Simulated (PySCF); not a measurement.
A structure optimised at PBE0-D3(BJ)/def2-TZVP, used in a PySCF frequency run:

```xyz
4

Sb    -0.5674     0.0481     0.0000
H     -0.7275    -1.1488     1.2142
H     -0.7275    -1.1488    -1.2142
Cl     1.7877    -0.0092     0.0000
```
Charge 0, spin multiplicity 1.

**Question.** Write its SMILES, formula and point group.

**Answer.** [Cl][SbH2], ClH2Sb, Cs

**Question.** What are its rotational constants (standard atomic weights)?

**Answer.** 86.774, 3.2372, 3.2347 GHz
